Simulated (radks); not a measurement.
Values are calculated unless marked as measured or tabulated.
The nuclear charge of the mercury ion Hg2+ is varied continuously with 78 electrons held in [Xe] 4f14 5d10. Code: a radial shooting solver on a logarithmic mesh with Libxc functionals. Model: scalar-relativistic Kohn-Sham, LDA (Slater exchange, Perdew-Wang correlation), spin-polarised, spherical densities, point nucleus. By the Hellmann-Feynman theorem dE/dZ = E(electron-nucleus)/Z, the electronic potential at the nucleus. The scalar-relativistic energy here is not variational (the density holds large components alone), so the two differ by a part that grows with Z.

| Z | E (hartree) | E(electron-nucleus)/Z (hartree) | HOMO | e(HOMO) (eV) | <r> HOMO (bohr) |
|---|---|---|---|---|---|
| 79 | -19001.0058 | -598.355 | 5d | -15.620 | 1.577 |
| 79.5 | -19304.4171 | -604.267 | 5d | -22.066 | 1.505 |
| 80 | -19610.8577 | -610.196 | 5d | -29.075 | 1.443 |
| 80.5 | -19920.3381 | -616.144 | 5d | -36.599 | 1.390 |
| 81 | -20232.8702 | -622.114 | 5d | -44.602 | 1.342 |

The central difference of E at Z = 80 is -615.921 hartree, to compare with the third column; the second derivative is -12.2 hartree.
